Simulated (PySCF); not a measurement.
# Correlation energy of V⁹⁺ (vanadium, charge +9)

[Ne] 3s2 3p2, high-spin 3P determinant. All numbers are calculated (PySCF 2.14, scalar relativity by spin-free X2C-1e, in an even-tempered Gaussian basis (19 s from 0.4 bohr⁻², ratio 2.5; 12 p from 0.52 bohr⁻², ratio 2.5; 5 d from 3.3 bohr⁻², ratio 2.7; 4 f from 4.9 bohr⁻², ratio 2.7)). Frozen: 1s2; 12 electrons correlated; the 22 highest virtual orbitals of each spin left out.

| level | correlation energy (mhartree) |
| --- | --- |
| CCSD | -447.48 |
| (T) | -3.06 |
| CCSD(T) | -450.54 |

Diagnostics: T1 = 0.0028, D1 = 0.0109, largest double amplitude 0.089.

Task: Is a single reference adequate?

Result: Mostly. T1 lies below 0.03, but a double amplitude of this size points to a near-degeneracy that CCSD handles and MP2 describes poorly.
